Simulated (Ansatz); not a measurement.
A single point on C₂H₅ClZn (`[CH3][Zn][CH2]Cl`).

```yaml
crystal:
  periodic: [false, false, false]
  atoms:
    - {symbol: C, position_ang: [-0.327043, 1.645752, -1.025269]}
    - {symbol: Zn, position_ang: [0.076915, 0.095802, 0.060984]}
    - {symbol: C, position_ang: [0.442581, -1.513688, 1.112005]}
    - {symbol: Cl, position_ang: [-0.439861, -2.857368, 0.289659]}
    - {symbol: H, position_ang: [-1.007420, 1.381701, -1.838392]}
    - {symbol: H, position_ang: [-0.800853, 2.428449, -0.427887]}
    - {symbol: H, position_ang: [0.582379, 2.061134, -1.466177]}
    - {symbol: H, position_ang: [0.070207, -1.481194, 2.135534]}
    - {symbol: H, position_ang: [1.491596, -1.806887, 1.142441]}
basis:
  gaussian: {orbitals: def2-QZVPP}
correlation: {method: mp2, frozen_orbitals: {C: 1, Cl: 5, H: 0, Zn: 9}}
```

```sh
$ ansatz run in.yaml --threads 4 --pin off --events-out ev --progress --plain --max-ram 10444MiB
```

Shortened log:

```
Functional definition: HF
2664 factors; integrals over basis functions are off by at most 9.3e-4 eV
mean field evaluation 1: about -63019.4596 eV, gradient 3.3e1 eV
mean field evaluation 2: about -63019.6591 eV, gradient 3.3e1 eV
mean field evaluation 4: about -63022.2323 eV, gradient 7.0e0 eV
mean field evaluation 8: about -63022.2921 eV, gradient 4.4e-1 eV
mean field -63022.29270960 eV, -2316.0265390336 hartree, gradient 1.7e-6 eV, S^2 0.000000; 0 other end points of the search recorded, 0 dependent functions left out
16 core orbitals not correlated: weight in the atoms' cores, before any rotation towards them, 1.000 or more for the frozen orbitals, at most 0.000 for the correlated occupied ones
reference -63022.29270960 eV, -2316.0265390336 hartree; 16, 16 occupied and 402, 402 virtual orbitals, 2664 factors
second order -31.03178550 eV of doubles, -0.00000000 eV of singles
Total energy: -63053.32449510 eV, -2317.1669361167 hartree
```

Hardware: 4 threads of an Arm Neoverse N1 on a shared host. Wall time 28 s, peak host memory 2.2 GiB.
